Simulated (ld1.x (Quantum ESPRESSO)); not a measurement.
# u(r) = r·R(r): atom against pseudo-atom (iridium)

Columns: radius, all-electron u(r) and pseudo u(r) of the 5d shell (level -24.54 eV) of iridium in the configuration [Kr] 4d10 4f14 5s2 5p6 5d7 6s0 6p0; BP86, scalar-relativistic, TM scheme, ld1.x (Quantum ESPRESSO) 7.5.

```json
{"r (bohr)": "0.098", "all-electron": "0.2647", "pseudo": "0.0020"}
{"r (bohr)": "0.195", "all-electron": "0.0207", "pseudo": "0.0151"}
{"r (bohr)": "0.292", "all-electron": "-0.3257", "pseudo": "0.0484"}
{"r (bohr)": "0.390", "all-electron": "-0.3940", "pseudo": "0.1078"}
{"r (bohr)": "0.488", "all-electron": "-0.2421", "pseudo": "0.1933"}
{"r (bohr)": "0.585", "all-electron": "-0.0042", "pseudo": "0.2988"}
{"r (bohr)": "0.682", "all-electron": "0.2383", "pseudo": "0.4163"}
{"r (bohr)": "0.780", "all-electron": "0.4489", "pseudo": "0.5359"}
{"r (bohr)": "0.878", "all-electron": "0.6122", "pseudo": "0.6454"}
{"r (bohr)": "0.975", "all-electron": "0.7274", "pseudo": "0.7350"}
{"r (bohr)": "1.072", "all-electron": "0.8022", "pseudo": "0.8006"}
{"r (bohr)": "1.170", "all-electron": "0.8441", "pseudo": "0.8413"}
{"r (bohr)": "1.268", "all-electron": "0.8598", "pseudo": "0.8581"}
{"r (bohr)": "1.365", "all-electron": "0.8560", "pseudo": "0.8555"}
{"r (bohr)": "1.463", "all-electron": "0.8381", "pseudo": "0.8380"}
{"r (bohr)": "1.560", "all-electron": "0.8103", "pseudo": "0.8103"}
{"r (bohr)": "1.658", "all-electron": "0.7756", "pseudo": "0.7756"}
{"r (bohr)": "1.755", "all-electron": "0.7370", "pseudo": "0.7370"}
{"r (bohr)": "1.852", "all-electron": "0.6960", "pseudo": "0.6960"}
{"r (bohr)": "1.950", "all-electron": "0.6534", "pseudo": "0.6534"}
{"r (bohr)": "2.047", "all-electron": "0.6112", "pseudo": "0.6112"}
{"r (bohr)": "2.145", "all-electron": "0.5692", "pseudo": "0.5692"}
{"r (bohr)": "2.242", "all-electron": "0.5288", "pseudo": "0.5288"}
{"r (bohr)": "2.340", "all-electron": "0.4895", "pseudo": "0.4895"}
{"r (bohr)": "2.438", "all-electron": "0.4519", "pseudo": "0.4519"}
{"r (bohr)": "2.535", "all-electron": "0.4166", "pseudo": "0.4166"}
```

(1) How many radial nodes do the two functions have?

(2) At about which radius was the pseudo-wave matched?

(3) Is the pseudo-wave norm-conserving?

Results:

(1) The all-electron 5d function has n − l − 1 = 2; the pseudo-wave has 0, since the states of the same l below it are removed with the core.

(2) 1.65 bohr. The columns agree to 0.0005 from 1.36 bohr on; several derivatives are matched, so the curves merge somewhat inside the radius.

(3) Yes: the TM scheme keeps the norm inside the radius equal to the all-electron one, which fixes the energy derivative of the logarithmic derivative at the level.
